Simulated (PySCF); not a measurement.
Species: C6H8FOSi (doublet state).
Atom-mapped SMILES: `[CH:1]#[C:2][C@@H:3]1[CH2:4][O:5][CH2:6][C:7]([F:8])[SiH2:9]1` (hydrogens: H10 on C1; H11 on C3; H12, H13 on C4; H14, H15 on C6; H16, H17 on Si9)

Cartesian coordinates in Å at the GFN2-xTB level; atoms count from 1:
```
atom  x, y, z in Å
C1     3.3592   -0.2331   -0.2903
C2     2.1831   -0.1933   -0.5118
C3     0.7607   -0.1510   -0.7418
C4     0.1978    1.2309   -0.3741
O5    -1.1863    1.3364   -0.6388
C6    -2.0226    0.7885    0.3413
C7    -1.7292   -0.6308    0.6627
F8    -2.6707   -1.2131    1.4391
Si9   -0.1538   -1.5198    0.2473
H10    4.3927   -0.2692   -0.1155
H11    0.5853   -0.3002   -1.8122
H12    0.4055    1.4566    0.6811
H13    0.6668    2.0047   -0.9903
H14   -3.0450    0.8915   -0.0465
H15   -1.9717    1.3937    1.2717
H16    0.5986   -1.8764    1.4573
H17   -0.3774   -2.7035   -0.5890
```

The hyperfine couplings belong to this conformer and change with its torsions.

The calculation used PySCF 2.14.0, UKS B3LYP, pcH-1 on C F H O Si, non-relativistic, mean-field spin-orbit, GIAO. Geometry: GFN2-xTB, one conformer, isolated molecule. A GFN2-xTB geometry isn't a minimum of the functional, and hyperfine couplings can be far from their values at a DFT geometry. No stability test was run, so a lower SCF solution isn't excluded.

(1) Give the principal g shifts and their parts.

(2) What effective moment and Curie constant follow for a powder?

(3) What are the electron Larmor frequencies g μB B/h along the three axes at 3350 mT?

(4) At 9.796 GHz, how far is the centre of the isotropic spectrum from where a free electron (g = 2.002319) resonates?

(5) In a frozen sample, at which fields do the three g values resonate at 9.5, 34, 94 and 263 GHz (hyperfine left aside), and which band first spreads them over more than twice a line width of 1.0 mT?

Answers

(1) 
```json
{"Δg (ppm)": "relativistic mass correction", "1": "-177", "2": "-177", "3": "-177"}
{"Δg (ppm)": "gauge correction", "1": "-3", "2": "34", "3": "33"}
{"Δg (ppm)": "orbital Zeeman/spin–orbit", "1": "-110", "2": "2395", "3": "2747"}
{"Δg (ppm)": "total", "1": "-290", "2": "2252", "3": "2603"}
```

So g = 2.00203, 2.00457, 2.00492 and g_iso = 2.00384; the tensor is close to axial: the two nearest values differ by 12 % of g3 − g1. Axes: g3 points within 7° of the C6–C7 bond.

(2) With the mean of g² = 4.0154 and S(S+1) = 0.75: μ_eff = √(⟨g²⟩S(S+1)) = 1.735 μB and χT = 0.12505·⟨g²⟩·S(S+1) = 0.377 cm³ K/mol (cgs; spin-Hamiltonian part alone).

(3) 93.8700, 93.9892, 94.0056 GHz for g1, g2 and g3, a range of 135.6 MHz.

(4) B = hν/(g μB) with μB/h = 13.99624 MHz/mT gives 349.55 mT for the free electron and 349.28 mT at g_iso, 0.27 mT lower.

(5) 
```csv
band,GHz,B(g3) mT,B(g2) mT,B(g1) mT,spread mT
X,9.5,338.54,338.60,339.03,0.49
Q,34.0,1211.63,1211.84,1213.38,1.75
W,94.0,3349.80,3350.39,3354.64,4.84
J,263.0,9372.31,9373.95,9385.85,13.54
```

The spread grows in proportion to the frequency. W band is the first where it exceeds 2.0 mT.

Largest spin populations (Mulliken): C7 (+0.87), C6 (-0.07) and F8 (+0.06). C7 is the only atom above +0.15. The positive populations add up to 1.09 and the negative ones to -0.09, together 2S = 1. The angles at C7 add up to 359.6°, so it is planar.

The HOMO–LUMO gaps are 5.91 eV among the α and 5.09 eV among the β orbitals.
